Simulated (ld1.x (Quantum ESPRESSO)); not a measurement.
## Scattering properties, ultrasoft potential for boron (B)

```json
{
  "Element": "B",
  "Generator": "ld1.x (Quantum ESPRESSO) 7.5",
  "Type": "ultrasoft",
  "Functional": "BLYP",
  "Relativity": "non-relativistic",
  "Frozen core": "[He]",
  "Valence charge": "3",
  "Reference configuration": "2s2 2p1",
  "Partial waves": "2s (bound): rcut 1.05, rcutus 1.50 bohr; 2s channel at -0.2 Ry: rcut 1.05, rcutus 1.50 bohr; 2p (bound): rcut 3.00, rcutus 3.50 bohr; 2p channel at 1.65 Ry: rcut 3.00, rcutus 3.50 bohr; 3d channel at 0.15 Ry: rcut 2.10, rcutus 2.86 bohr; 3d channel at 2.75 Ry: rcut 2.10, rcutus 2.86 bohr",
  "Local potential": "all-electron potential smoothed inside 2.00 bohr (lloc = -1)",
  "Core correction": "none",
  "Augmentation charge": "PSQ, inside the norm-conserving radii"
}
```

The phase is arctan(r·u′/u) with u = r·R(r), unwrapped; energies in Ry, scanned from -3 to 5 Ry. A pole is an energy at which the radial function vanishes at the test radius. The pseudo phase is shifted by a multiple of π to meet the all-electron one at the reference energy, and phase errors are pseudo minus all-electron; the curves can meet again beyond the range given. Levels narrower than the energy grid can be missing from the lists of poles.

| channel | radius (bohr) | reference energy (Ry) | poles, all-electron | poles, pseudo | unbroken range about the reference energy with phases within 0.05 rad | phase error 1 Ry above the reference energy (rad) |
| --- | --- | --- | --- | --- | --- | --- |
| s | 3.80 | -0.68 | -0.59, 1.96 | -0.59, 1.96 | the whole range | -0.000 |
| p | 3.80 | -0.26 | -0.11, 2.04 | -0.11, 2.04 | below 3.5 | -0.011 |
| d | 3.80 | 0.15 | 1.44, 4.38 | 1.44, 4.42 | the whole range | +0.001 |

Phases in the s channel:

```tsv
E (Ry)	all-electron	pseudo
-3.00	1.410	1.410
-2.76	1.403	1.403
-2.52	1.393	1.393
-2.28	1.382	1.382
-2.04	1.369	1.369
-1.80	1.352	1.352
-1.56	1.328	1.328
-1.32	1.292	1.292
-1.08	1.221	1.221
-0.84	0.902	0.902
-0.60	-1.549	-1.549
-0.36	-1.776	-1.776
-0.12	-1.891	-1.891
0.12	-2.042	-2.042
0.36	-2.364	-2.364
0.60	-3.244	-3.244
0.84	-4.107	-4.107
1.08	-4.418	-4.418
1.32	-4.554	-4.554
1.56	-4.631	-4.631
1.80	-4.684	-4.684
2.04	-4.726	-4.727
2.28	-4.764	-4.764
2.52	-4.803	-4.803
2.76	-4.847	-4.847
3.00	-4.906	-4.906
3.24	-5.001	-5.002
3.48	-5.203	-5.207
3.72	-5.848	-5.867
3.96	-7.050	-7.065
4.20	-7.475	-7.480
4.44	-7.625	-7.628
4.68	-7.700	-7.702
4.92	-7.747	-7.748
```
